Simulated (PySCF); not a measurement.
**Dipole response of Os (osmium, neutral)**

[Xe] 4f14 5d5 6s2 6p1, high-spin 7P determinant (an excited configuration). Computed with PySCF 2.14 in ANO-RCC-VTZP (8s7p5d3f2g1h, 104 functions), with the spin-free X2C one-electron Hamiltonian (Gaussian nucleus). Coupled (time-dependent) response in atomic units; α is the mean over directions. The basis has no added diffuse functions, which lowers α and C₆.

```tsv
method	mean α (bohr³)	α xx, yy, zz	C₆ (like pair)	S(−4)
PBE	49.31	40.92, 66.08, 40.92	517.7	1549
```

S(−4) is the Cauchy moment in α(ω) = α(0) + S(−4) ω² + …

Spin-orbit coupling is absent.

α(iu) at PBE:

| u (hartree) | α(iu) (bohr³) |
| --- | --- |
| 0 | 49.31 |
| 0.0500 | 46.10 |
| 0.100 | 40.32 |
| 0.200 | 30.14 |
| 0.300 | 22.69 |
| 0.500 | 13.98 |
| 0.750 | 9.017 |
| 1.00 | 6.560 |
| 1.50 | 4.133 |
| 2.00 | 2.905 |
| 3.00 | 1.682 |
| 5.00 | 0.7882 |

A single London oscillator, α(iu) = α/(1 + u²/ω²), gives C₆ = (3/4) ω α². Matching the computed C₆ needs ω = 4 × 517.7 / (3 × 49.31²) = 0.284 hartree.

The components differ because the open shell of this determinant is not spherical; for a pure term their mean is the scalar polarisability.

Spin-orbit coupling, absent here, splits the open shell strongly.
